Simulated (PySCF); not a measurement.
# A series of related molecules

Method used: TDDFT wB97X-D/aug-cc-pVDZ circular dichroism and optical rotation, one conformer, gas phase in PySCF 2.14.0. Geometry: GFN2-xTB.

Each molecule in one low-energy conformer. The parent is C[Se][C@@H]1CC[S@]1=O.

The molecule is flexible and this is one conformer; a measurement averages over conformers. The calculation is non-relativistic, which matters for the atoms heavier than Zn.

**Question.** How does the specific rotation at 589.3 nm (origin-invariant length gauge) change along this series?
- C[Se][C@@H]1CC[S@]1=O (base)
- C[Se][C@@H]1CC[S@@]1=O (diastereomer)

**Answer.** 
```tsv
molecule	[α]589 (deg dm⁻¹ (g/mL)⁻¹)	S1 (eV)	R(S1), velocity form (10⁻⁴⁰ esu² cm²)
C[Se][C@@H]1CC[S@]1=O	-165.7	4.70	+39.1
C[Se][C@@H]1CC[S@@]1=O	+282.3	4.60	+56.2
```
The specific rotation at 589.3 nm (origin-invariant length gauge) is lowest for C[Se][C@@H]1CC[S@]1=O and highest for C[Se][C@@H]1CC[S@@]1=O.
